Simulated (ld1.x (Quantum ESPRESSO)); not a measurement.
Pseudopotential generation for Ta: TM semilocal, PBE, scalar-relativistic.

ld1.x (Quantum ESPRESSO) 7.5 was run on this input:

```
&input
   title='Ta', zed=73., rel=1, dft='PBE', iswitch=3,
   config='[Xe] 4f14 5d3 6s1.5 6p0.5',
   nld=3, rlderiv=2.85, eminld=-2.0, emaxld=5.0, deld=0.02
 /
 &inputp
   pseudotype=1, tm=.true., lloc=2,
   nlcc=.false.,
   file_pseudopw='Ta.pp', file_wfcaegen='ae.wfc', file_wfcncgen='nc.wfc'
 /
3
6S  1  0   1.50   0.00  2.55  2.55  0.0
6P  2  1   0.50   0.00  2.60  2.60  0.0
5D  3  2   3.00   0.00  2.15  2.15  0.0
 &test
   configts(1)='5d3 6s1.5 6p0.5'
 /
```

Command:

```bash
ld1.x < Ta.in > Ta.out
```

Resulting log (shortened: banner, matrices, multipoles, cross overlaps and the repeated all-electron block are left out):

```
Program LD1 v.7.5
     --------------------------- All-electron run ----------------------------

     Ta
     scalar relativistic calculation

     atomic number is 73.00
     dft =PBE   lsd =0 sic =0 latt =0  beta=0.20 tr2=1.0E-14
     Exchange-correlation= PBE
                           (   1   4   3   4   0   0   0)
     mesh =1273 r(mesh) = 100.43799 a.u. xmin = -7.00 dx = 0.01250
     1 Ry =  13.60569312 eV, c = 137.03599908

     n l     nl                  e(Ry)          e(Ha)          e(eV)
     1 0     1S 1( 2.00)     -4951.8187     -2475.9093    -67372.9251
     2 0     2S 1( 2.00)      -850.8124      -425.4062    -11575.8928
     2 1     2P 1( 6.00)      -745.5340      -372.7670    -10143.5066
     3 0     3S 1( 2.00)      -194.9514       -97.4757     -2652.4496
     3 1     3P 1( 6.00)      -163.6438       -81.8219     -2226.4878
     4 0     4S 1( 2.00)       -39.7935       -19.8967      -541.4181
     4 1     4P 1( 6.00)       -29.5256       -14.7628      -401.7159
     3 2     3D 1(10.00)      -127.1383       -63.5692     -1729.8049
     5 0     5S 1( 2.00)        -5.4232        -2.7116       -73.7861
     5 1     5P 1( 6.00)        -2.9535        -1.4767       -40.1838
     4 2     4D 1(10.00)       -16.3884        -8.1942      -222.9756
     4 3     4F 1(14.00)        -1.8732        -0.9366       -25.4858
     5 2     5D 1( 3.00)        -0.3134        -0.1567        -4.2641
     6 0     6S 1( 1.50)        -0.4372        -0.2186        -5.9490
     6 1     6P 1( 0.50)        -0.1299        -0.0650        -1.7678

     final scf error:  8.5E-15 reached in  28 iterations

     Etot =  -31208.976481 Ry,  -15604.488240 Ha, -424619.756679 eV

     Ekin =   34296.117785 Ry,   17148.058892 Ha,  466622.453888 eV
     Encl =  -77079.501305 Ry,  -38539.750652 Ha,-1048720.040825 eV
     Eh   =   12204.529524 Ry,    6102.264762 Ha,  166051.083420 eV
     Exc  =    -630.122485 Ry,    -315.061243 Ha,   -8573.253163 eV

     normalization and overlap integrals

     s(1S/1S) =  1.000000  <r> =   0.0187  <r2> =    0.0005  r(max) =   0.0116
     s(2S/2S) =  1.000000  <r> =   0.0789  <r2> =    0.0074  r(max) =   0.0670
     s(2P/2P) =  1.000000  <r> =   0.0706  <r2> =    0.0061  r(max) =   0.0549
     s(3S/3S) =  1.000000  <r> =   0.2048  <r2> =    0.0479  r(max) =   0.1891
     s(3P/3P) =  1.000000  <r> =   0.2049  <r2> =    0.0487  r(max) =   0.1868
     s(4S/4S) =  1.000000  <r> =   0.4587  <r2> =    0.2376  r(max) =   0.4262
     s(4P/4P) =  1.000000  <r> =   0.4877  <r2> =    0.2706  r(max) =   0.4480
     s(3D/3D) =  1.000000  <r> =   0.1856  <r2> =    0.0404  r(max) =   0.1529
     s(5S/5S) =  1.000000  <r> =   1.1001  <r2> =    1.3610  r(max) =   0.9847
     s(5P/5P) =  1.000000  <r> =   1.2936  <r2> =    1.9011  r(max) =   1.1298
     s(4D/4D) =  1.000000  <r> =   0.5231  <r2> =    0.3173  r(max) =   0.4593
     s(4F/4F) =  1.000000  <r> =   0.6394  <r2> =    0.5209  r(max) =   0.4424
     s(5D/5D) =  1.000000  <r> =   2.2181  <r2> =    6.0602  r(max) =   1.5833
     s(6S/6S) =  1.000000  <r> =   3.2623  <r2> =   12.1405  r(max) =   2.7443
     s(6P/6P) =  1.000000  <r> =   4.8442  <r2> =   27.4614  r(max) =   3.7983

     ------------------------ End of All-electron run ------------------------

     --------------------- Generating NC pseudopotential ---------------------

      Generating local pot.: lloc=2, matching radius rcloc =   2.1500

      Wfc   6S  rcut= 2.546  Using Troullier-Martins method

      Wfc   6P  rcut= 2.610  Using Troullier-Martins method

     ------------------- End of pseudopotential generation -------------------

     Computing logarithmic derivative in   2.86713
     Computing logarithmic derivative in   2.86713
     Computing the partial wave expansion
     R is outside the sphere for l=    0 j= 0.00
     R is outside the sphere for l=    1 j= 0.00
       no projector for channel:   2

     ---------------------- Testing the pseudopotential ----------------------

     Ta
     scalar relativistic calculation

     atomic number is 73.00   valence charge is  5.00
     dft =PBE   lsd =0 sic =0 latt =0  beta=0.20 tr2=1.0E-14
     mesh =1273 r(mesh) = 100.43799 xmin = -7.00 dx = 0.01250

     n l     nl             e AE (Ry)        e PS (Ry)    De AE-PS (Ry)
     3 2     5D   1( 3.00)       -0.31341       -0.31341        0.00000
     1 0     6S   1( 1.50)       -0.43724       -0.43724        0.00000
     2 1     6P   1( 0.50)       -0.12993       -0.12993       -0.00000

     eps = 8.3E-15  iter = 13

     Etot =  -31208.976481 Ry,  -15604.488240 Ha, -424619.756679 eV
     Etotps =    -9.216326 Ry,      -4.608163 Ha,    -125.394502 eV

     Ekin =       8.897429 Ry,       4.448715 Ha,     121.055694 eV
     Encl =     -24.613776 Ry,     -12.306888 Ha,    -334.887484 eV
     Ehrt =       8.249850 Ry,       4.124925 Ha,     112.244924 eV
     Ecxc =      -2.368214 Ry,      -1.184107 Ha,     -32.221192 eV
     Epseu=       0.618385 Ry,       0.309192 Ha,       8.413556 eV

     ---------------------- End of pseudopotential test ----------------------
```

Generation and configuration tests took about 1.4 s on one core of a shared server CPU.
